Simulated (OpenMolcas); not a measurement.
3d2 along the 20-electron sequence

- Program: OpenMolcas
- Method: CASSCF
- Basis: ANO-R2
- Scalar Hamiltonian: X2C, finite nucleus
- Spin-orbit coupling: RASSI with atomic mean-field integrals over the reference wave functions, term energies averaged over their components

Active space for each ion: 2 electrons in 5 orbitals (3d).

Computed levels in cm-1 above 3F2:

```tsv
Level	Ti2+	V3+	Cr4+	Mn5+
3F3	187	315	511	736
3F4	431	723	1168	1672
1D2	11289	14026	16468	18780
3P0	13502	16575	19299	21824
3P1	13566	16684	19480	22087
3P2	13702	16919	19878	22681
1G4	17390	21554	25260	28748
1S0	42169	52352	61249	69566
weight of 3F in the lowest level (%)	100	100	100	100
```

Measured, with the error of the calculation in %. Measured levels: Ti2+ from Corliss and Sugar, J. Phys. Chem. Ref. Data 8, 1 (1979); V3+ from Sugar and Corliss, J. Phys. Chem. Ref. Data 7, 1191 (1978); Cr4+ from Sugar and Corliss, J. Phys. Chem. Ref. Data 6, 317 (1977); Mn5+ from Corliss and Sugar, J. Phys. Chem. Ref. Data 6, 1253 (1977).

| Level | Ti2+ | V3+ | Cr4+ | Mn5+ |
| --- | --- | --- | --- | --- |
| 3F3 | 185 (+1.2) | 325 (-3.3) | 508 (+0.6) | 746 (-1.4) |
| 3F4 | 420 (+2.6) | 735 (-1.6) | 1142 (+2.3) | 1669 (+0.2) |
| 1D2 | 8474 (+33.2) | 10959 (+28.0) | 13188 (+24.9) | 15336 (+22.5) |
| 3P0 | 10538 (+28.1) |  | 15492 (+24.6) | 17782 (+22.7) |
| 3P1 | 10604 (+27.9) | 13239 (+26.0) | 15677 (+24.3) | 18057 (+22.3) |
| 3P2 | 10721 (+27.8) | 13458 (+25.7) | 16041 (+23.9) | 18628 (+21.8) |
| 1G4 | 14398 (+20.8) | 18391 (+17.2) | 22019 (+14.7) | 25511 (+12.7) |
| 1S0 | 32476 (+29.9) | 42462 (+23.3) | 51146 (+19.8) |  |

The fine-structure level 3F4 changes by a factor of 3.88 from Ti2+ to Mn5+. Its fourth root runs 4.56, 5.19, 5.85, 6.39, with steps per unit of Z of 0.63, 0.66, 0.55; equal steps would mean a (Z - σ)^4 law with constant σ.

1D2 changes by a factor of 1.66 over the same range, with steps per unit of Z of +2740, +2440, +2310 cm-1.

Without dynamic correlation excited terms often stand tens of per cent too high (terms of higher spin than the ground term too low), and those without a measured partner can miss by more than the paired ones. Measured partners are found by configuration, term and J. A level has none where our copy of the source lacks it or the pairing is in doubt (some pairs that miss far off the trend of their configuration count as doubtful), and it then counts in no deviation. Only configurations of the active space appear.
